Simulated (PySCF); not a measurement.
## Tl⁺ (thallium, charge +1) across methods

[Xe] 4f14 5d10 6s1 6p1, 6s spin antiparallel (an excited configuration). Computed with PySCF 2.14 in x2c-TZVPPall (11s7p6d3f, 83 functions), with the spin-free X2C one-electron Hamiltonian (Gaussian nucleus).

| method | E (hartree) | mean ε 5d α (eV) | mean ε 6s β (eV) | mean ε 6p α (eV) | Σ⟨r²⟩ (bohr²) | ⟨S²⟩ |
| --- | --- | --- | --- | --- | --- | --- |
| LDA | -20236.73 | -24.721 | -18.003 | -9.465 | 56.78 | 1.000 |
| PBE | -20249.00 | -24.491 | -17.636 | -9.342 | 57.05 | 1.000 |
| UHF | -20243.05811 | -32.072 | -20.379 | -11.079 | 58.67 | 1.001 |
| PBE0 | -20248.73 | -26.633 | -18.534 | -9.960 | 57.11 | 1.000 |
| M06 | -20249.22 | -26.764 | -18.289 | -9.722 | 56.90 | 1.000 |
| r2SCAN | -20248.99 | -24.941 | -17.958 | -9.485 | 56.88 | 1.001 |
| BLYP | -20250.08 | -24.300 | -17.625 | -9.238 | 57.22 | 1.000 |

Q: Estimate the same row for TPSS.

A: E (hartree) = -20248.22; mean ε 5d α (eV) = -24.534; mean ε 6s β (eV) = -17.526; mean ε 6p α (eV) = -9.277; Σ⟨r²⟩ (bohr²) = 56.97; ⟨S²⟩ = 1.000.

Spin-orbit coupling, absent here, splits the open shell strongly. With the s spin flipped the determinant is a mixture of two multiplicities, not a spectroscopic state.
